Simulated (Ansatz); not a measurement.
Cost and result for the atomization energy of CH6BClGeSi (11 atoms, 12 bonds).

| atom | x (Å) | y (Å) | z (Å) |
| --- | --- | --- | --- |
| B1 | -0.258 | -0.320 | -1.602 |
| Si2 | -0.982 | -0.892 | 0.113 |
| Cl3 | -0.680 | -2.756 | 0.911 |
| C4 | -0.495 | 0.410 | 1.319 |
| Ge5 | 0.994 | 0.603 | -0.066 |
| H6 | 0.108 | -1.165 | -2.363 |
| H7 | -0.795 | 0.666 | -2.036 |
| H8 | -0.241 | 0.123 | 2.336 |
| H9 | -1.093 | 1.321 | 1.292 |
| H10 | 2.260 | -0.080 | 0.466 |
| H11 | 1.182 | 2.090 | -0.370 |

Total charge 0; spin multiplicity 1. Correlated methods include outer-core shells of Ge, which these sets cover unevenly. Scalar relativity is left out up to krypton. The bonds changed during the relaxation, so this is another structure than the one it started from. The structure was optimised at the PBE0-D4/def2-TZVP level. Program: Ansatz. All runs use 4 threads of an Arm Neoverse V1 on a shared host. Times are those of one run each, without the atoms' runs, and a repeat can differ threefold. Electronic energies, without spin–orbit coupling; frozen cores. CCSD(T)/CBS adds CCSD(T) − MP2 in def2-TZVPP to the MP2 limit, and its time is that of the two runs behind it. T1 = 0.013. With those shells the extrapolation isn't a true limit. B3LYP takes the VWN-RPA correlation (the form of Gaussian; ORCA's B3LYP/G).

CCSD(T)/CBS is a level of theory with its own doubt, some kJ/mol a heavy atom from the limit and from the frozen cores, so smaller differences don't rank the functionals.

```csv
level,functions,wall time
BLYP-D4/def2-TZVPP,278,3.6 s
PBE-D4/def2-TZVPP (with forces),278,4 s
CAM-B3LYP-D4/def2-TZVPP,278,7 s
r2SCAN-D4/def2-TZVPP (with forces),278,8.5 s
B3LYP-D4/def2-TZVPP (with forces),278,9 s
B2PLYP/def2-TZVPP,278,10 s
PBE-QIDH/def2-TZVPP,278,10 s
CCSD(T)/def2-SVP,126,12 s
B97M-V/def2-TZVPP,278,14 s
ωB97X-V/def2-TZVPP,278,14 s
MP2/def2-QZVPP,523,42 s
CCSD(T)/def2-TZVPP,278,6.1 min
CCSD(T)/CBS(def2),–,6.8 min
```

Problem. What atomization energy does each give, and how far from CCSD(T)/CBS? (An estimate is asked.)

Solution. Computed: 
| level | atomization (kJ/mol) | difference from CCSD(T)/CBS | per bond |
| --- | --- | --- | --- |
| BLYP-D4/def2-TZVPP | 3556.4 | -45.7 | -3.8 |
| PBE-D4/def2-TZVPP (with forces) | 3662.5 | 60.4 | 5.0 |
| CAM-B3LYP-D4/def2-TZVPP | 3585.9 | -16.2 | -1.4 |
| r2SCAN-D4/def2-TZVPP (with forces) | 3647.8 | 45.7 | 3.8 |
| B3LYP-D4/def2-TZVPP (with forces) | 3581.7 | -20.4 | -1.7 |
| B2PLYP/def2-TZVPP | 3545.4 | -56.7 | -4.7 |
| PBE-QIDH/def2-TZVPP | 3606.7 | 4.6 | 0.4 |
| CCSD(T)/def2-SVP | 3366.2 | -235.9 | -19.7 |
| B97M-V/def2-TZVPP | 3664.2 | 62.1 | 5.2 |
| ωB97X-V/def2-TZVPP | 3617.6 | 15.5 | 1.3 |
| MP2/def2-QZVPP | 3614.8 | 12.7 | 1.1 |
| CCSD(T)/def2-TZVPP | 3518.5 | -83.6 | -7.0 |
| CCSD(T)/CBS(def2) | 3602.1 | 0.0 | 0.0 |

Leaving LDA and LC-ωPBE aside and taking each functional with its dispersion term where it has one, the values, not all of them listed here, spread over 154.4 kJ/mol, from BHLYP-D4 to B97M-V. LDA lies +483.8 kJ/mol from PBE without D4, its usual overbinding. In def2-TZVPP, CCSD(T) changes the Hartree–Fock value by +878.3 kJ/mol (the triples alone add +64.2 kJ/mol) and MP2 by +926.4 kJ/mol; breaking electron pairs costs correlation energy, which Hartree–Fock lacks. From PBE to PBE0 (25 % exact exchange), in def2-TZVPP and without D4, the atomization energy moves by −34.0 kJ/mol: exact exchange takes away binding that semilocal exchange gives to molecules.

For some Ge, Se and Sn compounds the MP2-based and the directly extrapolated limit differ by 10 to 25 kJ/mol.
